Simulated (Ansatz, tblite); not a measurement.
Cost and result up the ladder for [Cu(N2)2]+ (CuN₄⁺) (5 atoms). Total charge 1; singlet. Geometry: PBE-D4/def2-SVP.

```xyz
5

Cu   -0.003    0.001    0.000
N     0.100    0.900   -1.639
N     0.161    1.436   -2.613
N    -0.100   -0.900    1.639
N    -0.159   -1.437    2.612
```

Ansatz on 2 threads of Arm Neoverse V2 on a shared host; xTB runs through tblite on one thread. Times are rough, summed over both states, and most runs start from the orbitals of an earlier one. No level here is sound enough to serve as a yardstick. The other state is a doublet.

The xTB rows come from tblite.

Raw xTB energies of ions are shifted by several eV.

```tsv
level	functions	wall time
GFN2-xTB	25	0.004 s
GFN1-xTB	25	0.005 s
PBE-D4/def2-TZVP (with forces)	169	5.7 s
r2SCAN-D4/def2-TZVP	169	12 s
```

**Question.** Estimate what each level gives for the vertical IE (eV).

**Answer.** 
```tsv
level	vertical IE (eV)
GFN2-xTB	20.72
GFN1-xTB	20.08
PBE-D4/def2-TZVP (with forces)	17.38
r2SCAN-D4/def2-TZVP	17.19
```
